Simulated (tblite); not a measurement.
Species: C₅H₁₂O₂Si.
SMILES with atom numbers: `[CH3:1]/[CH:2]=[CH:3]/[SiH:4]([O:5][CH3:6])[O:7][CH3:8]` (hydrogens: H9, H10, H11 on C1; H12 on C2; H13 on C3; H14 on Si4; H15, H16, H17 on C6; H18, H19, H20 on C8)

Computed with GFN2-xTB (tblite), gas phase: L-BFGS steps from a force-field or distance-geometry start until the largest atomic force falls under 0.01 eV/Å.

Step 84: E = -727.5147 eV
```
atom  x, y, z in Å  |  force x, y, z in eV/Å
C1      3.3787    0.5454   -0.5355    0.003   0.011   0.009
C2      1.9192    0.7018   -0.2700   -0.008  -0.014   0.001
C3      1.1347   -0.2301    0.2547   -0.020  -0.014  -0.012
Si4    -0.7140   -0.0713    0.5306    0.001   0.017  -0.002
O5     -1.5710   -1.1842   -0.2997   -0.016   0.030  -0.002
C6     -1.5260   -2.5755   -0.2106    0.009  -0.004   0.010
O7     -1.0732    1.3703   -0.1030    0.020   0.002  -0.017
C8     -2.3157    1.9761   -0.2881   -0.014   0.015   0.003
H9      3.9380    1.3240   -0.0182    0.025  -0.004   0.022
H10     3.7333   -0.4291   -0.2068    0.015   0.010   0.008
H11     3.5839    0.6520   -1.6008   -0.023   0.004  -0.008
H12     1.4910    1.6575   -0.5379    0.008   0.001  -0.015
H13     1.5897   -1.1781    0.5225   -0.012  -0.010   0.011
H14    -1.0889   -0.1458    1.9518    0.023  -0.011  -0.011
H15    -0.5880   -2.9205    0.2266    0.025  -0.015   0.001
H16    -2.3526   -2.9355    0.4074   -0.008   0.003  -0.001
H17    -1.6226   -2.9887   -1.2160   -0.020  -0.008  -0.006
H18    -2.8264    2.1161    0.6673   -0.004  -0.003   0.021
H19    -2.1428    2.9510   -0.7467   -0.018   0.007  -0.016
H20    -2.9524    1.3753   -0.9404    0.015  -0.018   0.004
```

Step 85: E = -727.5150 eV
```
atom  x, y, z in Å  |  force x, y, z in eV/Å
C1      3.3780    0.5457   -0.5368    0.007   0.009   0.014
C2      1.9196    0.7026   -0.2666   -0.010  -0.017  -0.001
C3      1.1364   -0.2302    0.2588   -0.026  -0.015  -0.012
Si4    -0.7127   -0.0699    0.5352    0.019   0.012   0.011
O5     -1.5700   -1.1807   -0.2974   -0.019   0.035  -0.005
C6     -1.5277   -2.5719   -0.2124    0.009  -0.020   0.004
O7     -1.0703    1.3726   -0.0977    0.010   0.003  -0.019
C8     -2.3147    1.9724   -0.2903   -0.027   0.019   0.006
H9      3.9402    1.3207   -0.0179    0.026   0.011   0.025
H10     3.7323   -0.4297   -0.2115    0.017  -0.003   0.007
H11     3.5812    0.6555   -1.6020   -0.025   0.004  -0.012
H12     1.4908    1.6587   -0.5321    0.008  -0.001  -0.015
H13     1.5923   -1.1789    0.5243   -0.020   0.002   0.008
H14    -1.0875   -0.1461    1.9572    0.024  -0.009  -0.026
H15    -0.5879   -2.9208    0.2177    0.025  -0.012   0.005
H16    -2.3516   -2.9321    0.4092   -0.006   0.004   0.001
H17    -1.6310   -2.9829   -1.2183   -0.022  -0.001  -0.002
H18    -2.8272    2.1181    0.6638    0.001   0.001   0.008
H19    -2.1462    2.9441   -0.7580   -0.013  -0.005  -0.006
H20    -2.9490    1.3636   -0.9380    0.022  -0.017   0.009
```

Step 86: E = -727.5155 eV
```
atom  x, y, z in Å  |  force x, y, z in eV/Å
C1      3.3790    0.5461   -0.5369    0.014   0.002   0.023
C2      1.9213    0.7030   -0.2639   -0.009  -0.020  -0.002
C3      1.1388   -0.2304    0.2618   -0.032  -0.005  -0.012
Si4    -0.7107   -0.0671    0.5376    0.042   0.001   0.025
O5     -1.5685   -1.1758   -0.2967   -0.024   0.037  -0.010
C6     -1.5303   -2.5669   -0.2142    0.002  -0.039  -0.009
O7     -1.0682    1.3758   -0.0950    0.025  -0.008  -0.015
C8     -2.3155    1.9672   -0.2917   -0.045   0.025   0.010
H9      3.9444    1.3163   -0.0148    0.022   0.027   0.027
H10     3.7318   -0.4305   -0.2156    0.023  -0.025   0.005
H11     3.5815    0.6602   -1.6016   -0.026   0.005  -0.017
H12     1.4930    1.6594   -0.5285    0.000   0.000  -0.014
H13     1.5949   -1.1796    0.5269   -0.029   0.015   0.003
H14    -1.0851   -0.1449    1.9604    0.024  -0.007  -0.039
H15    -0.5879   -2.9207    0.2063    0.022  -0.007   0.011
H16    -2.3508   -2.9259    0.4127   -0.001   0.005   0.007
H17    -1.6439   -2.9767   -1.2199   -0.019   0.008   0.000
H18    -2.8273    2.1181    0.6622    0.005   0.014   0.000
H19    -2.1538    2.9346   -0.7707   -0.012  -0.005   0.006
H20    -2.9479    1.3485   -0.9313    0.016  -0.024  -0.001
```

**Question.** Estimate the geometry and energy of step 87. (The exact step hangs on the optimiser's Hessian estimate; all steps are aligned on step 86, rigid shifts and turns removed.)

**Answer.** E = -727.5163 eV, largest force 0.062 eV/Å
```
atom  x, y, z in Å  |  force x, y, z in eV/Å
C1      3.3822    0.5466   -0.5367    0.020  -0.011   0.026
C2      1.9253    0.7030   -0.2597   -0.003  -0.007  -0.001
C3      1.1429   -0.2302    0.2668   -0.025   0.005  -0.017
Si4    -0.7067   -0.0623    0.5409    0.053  -0.012   0.030
O5     -1.5651   -1.1670   -0.2983   -0.024   0.022  -0.010
C6     -1.5345   -2.5586   -0.2172   -0.004  -0.046  -0.022
O7     -1.0650    1.3819   -0.0894    0.021  -0.011  -0.011
C8     -2.3187    1.9588   -0.2935   -0.043   0.009   0.000
H9      3.9525    1.3094   -0.0090    0.008   0.033   0.023
H10     3.7324   -0.4332   -0.2232    0.033  -0.039   0.001
H11     3.5829    0.6685   -1.6011   -0.027   0.004  -0.007
H12     1.4985    1.6607   -0.5224   -0.011  -0.004  -0.013
H13     1.5983   -1.1803    0.5318   -0.038   0.031  -0.004
H14    -1.0830   -0.1455    1.9631    0.025  -0.002  -0.042
H15    -0.5875   -2.9197    0.1879    0.001   0.003   0.010
H16    -2.3492   -2.9135    0.4198    0.013   0.009   0.018
H17    -1.6672   -2.9669   -1.2214   -0.010   0.016   0.002
H18    -2.8283    2.1194    0.6601    0.006   0.031  -0.008
H19    -2.1682    2.9183   -0.7923   -0.012  -0.015   0.026
H20    -2.9466    1.3213   -0.9189    0.016  -0.017  -0.002
```

The energy changes by -0.0008 eV. The first-order estimate −F·Δx gives -0.0011 eV and the mean of the old and new forces, exact on a quadratic surface, -0.0008 eV. The step makes an angle of 83° with the force vector and moves no atom by more than 0.031 Å.

What follows is the cost of the whole relaxation. On one thread, Arm Neoverse V1 (aarch64), shared host with 32 logical CPUs at a one-minute load of 10, this took 1.2 s of wall time.
